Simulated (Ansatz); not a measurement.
`O[SiH](F)[SiH3]` + CH₃OH → `CO[SiH](O)F` + SiH₄  (cleavage of the Si–Si bond)

Gas-phase electronic energies from Ansatz, PBE0-D4/def2-TZVP geometries. CBS: MP2 limit from def2 TZ/QZ plus the TZ coupled-cluster correction, frozen cores. This one scheme is used for every species. DFT in def2-TZVPP. Each species was taken in one conformer, which may not be the lowest.

| species | revPBE energy (Eh) |
| --- | --- |
| `O[SiH](F)[SiH3]` | -757.07820 |
| CH₃OH | -115.73606 |
| `CO[SiH](O)F` | -581.02957 |
| SiH₄ | -291.82536 |

Q: Work out ΔE.

A: ΔE = (-581.02957) + (-291.82536) − (-757.07820) − (-115.73606) = -0.04067 Eh = -106.8 kJ/mol. CCSD(T)/CBS gives -135.4 kJ/mol.

Largest T1 diagnostic among the species: 0.013.

In def2-TZVPP, CCSD(T) changes the Hartree–Fock value by +18.2 kJ/mol (the triples alone add +2.1 kJ/mol) and MP2 by +11.7 kJ/mol. From PBE to PBE0 (25 % exact exchange), in def2-TZVPP and without D4, ΔE moves by −8.5 kJ/mol.
